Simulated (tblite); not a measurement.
C4H14OSi2.
Z-matrix (Å and degrees, GFN2-xTB geometry), rows numbered from 1:
```
C 
C   1  1.5246
Si  2  1.9037  1  112.78
C   3  1.9032  2  111.06  1  -178.41
C   4  1.5326  3  116.20  2   -41.59
Si  5  1.9045  4  115.75  3   -66.22
O   6  1.6260  5  112.94  4    74.85
H   1  1.0875  2  110.59  3    60.08
H   1  1.0891  2  111.06  3  -179.71
H   1  1.0878  2  110.75  3   -59.47
H   2  1.0918  1  108.76  3   122.80
H   2  1.0920  1  108.74  3  -121.92
H   3  1.4708  2  109.68  1   -58.25
H   3  1.4776  2  108.86  1    59.43
H   4  1.0940  3  108.07  2    80.64
H   4  1.0915  3  108.76  2  -164.94
H   5  1.0928  4  108.24  3   172.28
H   5  1.0923  4  108.95  3    57.70
H   6  1.4575  5  110.87  4  -172.95
H   6  1.4669  5  108.67  4   -48.22
H   7  0.9540  6  121.76  5   -57.21
```

All values are computed: GFN2-xTB (tblite) harmonic vibrations without scaling, gas phase. Against measured fundamentals such values can be off by several per cent, at times by over 20. Modes of hydrogen on silicon can be 10 to 20 % off. One conformer, not necessarily the lowest.

Harmonic wavenumbers (cm⁻¹): 35.0, 42.8, 79.5, 116.2, 120.5, 200.4, 219.3, 221.8, 283.8, 285.5, 343.9, 462.0, 511.0, 573.1, 610.3, 636.8, 672.4, 698.1, 714.4, 741.5, 759.8, 767.0, 781.8, 804.6, 811.6, 843.2, 903.3, 981.0, 1021.6, 1076.3, 1080.2, 1087.8, 1173.7, 1243.5, 1293.6, 1295.1, 1320.9, 1421.4, 1483.6, 1490.8, 1501.7, 1512.9, 1513.4, 2137.1, 2203.5, 2221.5, 2311.6, 2936.2, 2951.7, 2963.4, 2973.8, 2975.9, 2979.1, 3011.8, 3027.0, 3036.8, 3653.2.

A = 2389, B = 984.4, C = 801.1 MHz; mass 134.058 u (most abundant isotopes); point group C1, symmetry number 1.

Question: Zero-point energy?

Answer: ½Σν̃ = 36560 cm⁻¹ = 437.35 kJ/mol.

Question: What is S at 273.15 K and 1 bar for an ideal gas of classical rigid rotors and harmonic oscillators?

Answer: Translation 168.12, rotation 122.44, vibration 141.98: S = 432.5 J/(mol K).

Question: And Cp and H(273.15 K) − H(0)?

Answer: Cp = 173.93 J/(mol K), of which vibrations give 140.68 (their classical limit is 57 R = 473.9); H(273.15 K) − H(0) = 28.85 kJ/mol without the zero-point energy, 19.77 from vibrations.

Question: Which modes carry the vibrational entropy at 273.15 K?

Answer: 35.0 cm⁻¹: 22.38; 42.8 cm⁻¹: 20.72; 79.5 cm⁻¹: 15.61; 116.2 cm⁻¹: 12.52; 120.5 cm⁻¹: 12.23; 200.4 cm⁻¹: 8.24 J/(mol K); the other 51 give 50.26 together.

Question: How do the functions run with temperature in this model?

Answer: 
```json
{"T (K)": "50", "S (J/(mol K))": "255.8", "Cp (J/(mol K))": "63.0", "H − H(0) (kJ/mol)": "2.34", "G − H(0) (kJ/mol)": "-10.45", "ln q(vib)": "0.98"}
{"T (K)": "100", "S (J/(mol K))": "307.9", "Cp (J/(mol K))": "89.6", "H − H(0) (kJ/mol)": "6.18", "G − H(0) (kJ/mol)": "-24.61", "ln q(vib)": "2.68"}
{"T (K)": "298.15", "S (J/(mol K))": "448.3", "Cp (J/(mol K))": "186.3", "H − H(0) (kJ/mol)": "33.35", "G − H(0) (kJ/mol)": "-100.31", "ln q(vib)": "9.17"}
{"T (K)": "373.15", "S (J/(mol K))": "493.9", "Cp (J/(mol K))": "220.8", "H − H(0) (kJ/mol)": "48.64", "G − H(0) (kJ/mol)": "-135.66", "ln q(vib)": "11.53"}
{"T (K)": "500", "S (J/(mol K))": "565.6", "Cp (J/(mol K))": "269.5", "H − H(0) (kJ/mol)": "79.87", "G − H(0) (kJ/mol)": "-202.92", "ln q(vib)": "15.45"}
{"T (K)": "750", "S (J/(mol K))": "688.7", "Cp (J/(mol K))": "337.3", "H − H(0) (kJ/mol)": "156.33", "G − H(0) (kJ/mol)": "-360.17", "ln q(vib)": "22.77"}
{"T (K)": "1000", "S (J/(mol K))": "792.3", "Cp (J/(mol K))": "382.5", "H − H(0) (kJ/mol)": "246.67", "G − H(0) (kJ/mol)": "-545.64", "ln q(vib)": "29.49"}
```

q(vib) and H(0) count from the zero-point level.

Question: What must be added to the electronic energy to get the Gibbs energy at 273.15 K and 1 bar?

Answer: ZPE + [H(273.15 K) − H(0)] − T·S = 437.35 + 28.85 − 118.15 = 348.05 kJ/mol.

Hindered rotation and anharmonicity are outside this model. Other conformers, if any are populated, would add a mixing term that is left out. The structure is chiral; the term R ln 2 for an equal mix with its mirror image is left out.
